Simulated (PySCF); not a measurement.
Working out the ionisation energy of V⁺

V⁺ [Ar] 3d4 (5D) → V²⁺ [Ar] 3d3 (4F). Computed with PySCF 2.14 in x2c-TZVPPall (6s5p4d2f1g, 64 functions), with the spin-free X2C one-electron Hamiltonian (Gaussian nucleus). Frozen: [Ne]. Energies in hartree (1 hartree = 27.21139 eV):

```tsv
part	V⁺ (lower)	V²⁺ (upper)
UHF	-947.907190	-947.422945
CCSD correlation	-0.346422	-0.300656
(T)	-0.007747	-0.005479
```

Question: What does Hartree-Fock give?

Answer: (-947.422945) − (-947.907190) = 0.484245 hartree = 13.177 eV.

Question: What do CCSD and CCSD(T) give?

Answer: The CCSD correlation energies differ by 0.045766 hartree = 1.245 eV and the triples by 0.002268 hartree = 0.062 eV, so CCSD gives 14.422 eV and CCSD(T) 14.484 eV.

A first-order spin-orbit estimate adds -0.016 eV to CCSD(T) (valence and next inner shell), giving 14.468 eV against 14.634 ± 0.007 eV (measured; NIST Atomic Spectra Database, ionization energies).

What remains against the reference includes basis incompleteness, the frozen core and higher excitations.
